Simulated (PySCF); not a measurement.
**Run times: promethium in even-tempered 18s13p8d4f3g**

Measured wall times of calculations with PySCF 2.14 in an uncontracted even-tempered set (18 s from 5.3 bohr⁻², ratio 2.5; 13 p from 6.9 bohr⁻², ratio 2.5; 8 d from 6.9 bohr⁻², ratio 2.5; 4 f from 32 bohr⁻², ratio 2.7; 3 g from 48 bohr⁻², ratio 2.7), with the spin-free X2C one-electron Hamiltonian (Gaussian nucleus), run from one Python driver. Hardware: 1 thread of Neoverse-V1 on a shared host, 1.3 GiB allowed. The two-electron integrals over 152 functions were computed once and kept in memory (1.1 CPU seconds with the set-up); the times below exclude them. Kohn-Sham runs start from converged Hartree-Fock orbitals.

Launch command (the driver calls PySCF for each step listed in the task file):

```bash
OMP_NUM_THREADS=1 python atomrun2.py TASK.json OUT
```

```
        species                           step  iterations  wall time (s)
Pm³³⁺ [Ar] 3d10  UHF with spin-orbit constants           1             16
Pm³³⁺ [Ar] 3d10                            LDA           5            2.7
Pm³³⁺ [Ar] 3d10                            PBE           5            3.5
Pm³³⁺ [Ar] 3d10                           PBE0           5            7.2
Pm³³⁺ [Ar] 3d10                         r2SCAN           5            9.5
Pm³³⁺ [Ar] 3d10                            M06           5             13
Pm³³⁺ [Ar] 3d10                         PBEsol           5            3.5
Pm³³⁺ [Ar] 3d10             MP2 (18 electrons)                          5
 Pm³⁴⁺ [Ar] 3d9  UHF with spin-orbit constants           4             18
 Pm³⁴⁺ [Ar] 3d9                            LDA           5            2.7
 Pm³⁴⁺ [Ar] 3d9                            PBE           5            3.5
 Pm³⁴⁺ [Ar] 3d9                           PBE0           4            6.1
 Pm³⁴⁺ [Ar] 3d9                         r2SCAN           4              8
 Pm³⁴⁺ [Ar] 3d9                            M06           5             13
 Pm³⁴⁺ [Ar] 3d9                         PBEsol           5            3.5
 Pm³⁴⁺ [Ar] 3d9             MP2 (17 electrons)                        5.7
```

Peak memory of the process: 0.92 GiB. Times on a shared host vary from run to run.
